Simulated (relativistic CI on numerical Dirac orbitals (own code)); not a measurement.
## Slater and spin-orbit integrals, Sb10+

These numbers are calculated, not measured: Dirac-Coulomb-Breit CI, separate exchange-only KLI orbitals for each configuration, model QED, unscaled Slater integrals (own radial code, finite nucleus).

Slater integrals F^k, G^k are unscaled and averaged over j, outside the closed core [Ar] 3d10; ζ comes from projecting the Hamiltonian with its Breit term on Σ l·s of the shell.

- 4s2 4p6 4d5: F^2(4d,4d) = 114290, F^4(4d,4d) = 76844, ζ(4d) = 5014.7 cm⁻¹; <r>(4d) = 0.8904, <r^2>(4d) = 0.9091 (bohr units).
- 4s2 4p5 4d6: ζ(4p) = 51147, F^2(4d,4d) = 114430, F^4(4d,4d) = 76942, F^2(4p,4d) = 120090, G^1(4p,4d) = 152510, G^3(4p,4d) = 95640, ζ(4d) = 5022.5 cm⁻¹; <r>(4p) = 0.8063, <r^2>(4p) = 0.7359, <r>(4d) = 0.889, <r^2>(4d) = 0.9064 (bohr units).
- 4s2 4p6 4d4 4f: F^2(4d,4d) = 114550, F^4(4d,4d) = 77025, ζ(4d) = 5077.4, F^2(4d,4f) = 101610, F^4(4d,4f) = 66017, G^1(4d,4f) = 121590, G^3(4d,4f) = 76995, G^5(4d,4f) = 54669, ζ(4f) = 179 cm⁻¹; <r>(4d) = 0.888, <r^2>(4d) = 0.9045, <r>(4f) = 1.059, <r^2>(4f) = 1.311 (bohr units).

Problem. Give the Racah parameters of the d shell in 4s2 4p6 4d5.

Solution. B = F²/49 − 5F⁴/441 = 1461 cm⁻¹ and C = 35F⁴/441 = 6099 cm⁻¹.

Averages of the first 10 configurations, taken without configuration mixing, which lowers the lowest level and can move excited configurations by several eV; other configurations of the list can lie among them:

| Configuration | Parity | States | Average energy above the lowest level (eV) |
| --- | --- | --- | --- |
| 4s2 4p6 4d5 | even | 252 | 10.5 |
| 4s2 4p5 4d6 | odd | 1260 | 90.1 |
| 4s2 4p6 4d4 4f | odd | 2940 | 91.0 |
| 4s2 4p6 4d4 5s | even | 420 | 73.9 |
| 4s2 4p4 4d7 | even | 1800 | 171.4 |
| 4s 4p6 4d6 | even | 420 | 145.3 |
| 4s2 4p6 4d4 5p | odd | 1260 | 91.0 |
| 4s2 4p6 4d3 5s2 | even | 120 | 142.0 |
| 4s2 4p6 4d3 4f 5s | odd | 3360 | 156.0 |
| 4s2 4p6 4d4 5d | even | 2100 | 116.7 |
